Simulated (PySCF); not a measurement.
# Br3HSSi: core ionisation energies

Br3Si(SH), Br3HSSi.
Geometry (PBE0-D3(BJ)/def2-SVP, Å), atoms numbered from 1 in this order:
```xyz
6
Br3HSSi angstrom
S      1.3999   -0.6870   -0.8768
Si    -0.4041    0.0071   -0.0078
Br    -0.5038    2.2163    0.0413
Br    -2.0141   -0.7909   -1.2846
Br    -0.6485   -0.7131    2.0697
H      2.1768   -0.0284    0.0149
```

Theory: delta-SCF UKS SCAN, pcX-2 on the ionised atom, pcseg-1 elsewhere, spin-free X2C (PySCF). These are vertical core ionisation energies against the vacuum level, from separate self-consistent calculations with and without the core hole.

Problem. What binding energy does each computed site have?

Solution. 
```json
{"atom(s)": "S1", "environment": "sulfur bonded to Si and H", "level": "S 1s", "binding energy (eV)": "2477.82", "2p1/2 (eV)": "–", "count": "1"}
{"atom(s)": "Si2", "environment": "four-coordinate silicon", "level": "Si 2p3/2", "binding energy (eV)": "109.41", "2p1/2 (eV)": "110.04", "count": "1"}
{"atom(s)": "Si2", "environment": "four-coordinate silicon", "level": "Si 1s", "binding energy (eV)": "1849.54", "2p1/2 (eV)": "–", "count": "1"}
```

Problem. Which effective nuclear charge Zeff reproduces each element's mean 1s value in the hydrogen-like formula E = 13.606 eV × Zeff²?

Solution. Si (Z = 14): mean 1849.5 eV, Zeff = 11.66, Z − Zeff = 2.34; S (Z = 16): mean 2477.8 eV, Zeff = 13.50, Z − Zeff = 2.50. Means run over the listed sites, weighted by atom count.

Not every level is listed. Spin–orbit coupling isn't in the SCF: each 2p doublet comes from a relaxed spin-free hole plus a matrix of the shell (mean-field spin–orbit coupling and the ground-state 2p splitting), with 2p3/2 averaged over its two sublevels. 2p1/2 minus 2p3/2 (ligand field included): Si 0.62 eV. No level of bromine is listed. Isolated species at its PBE0-D3(BJ)/def2-SVP geometry, gas phase.

On one thread, x86-64 server (shared host), this took 32 s of wall time.
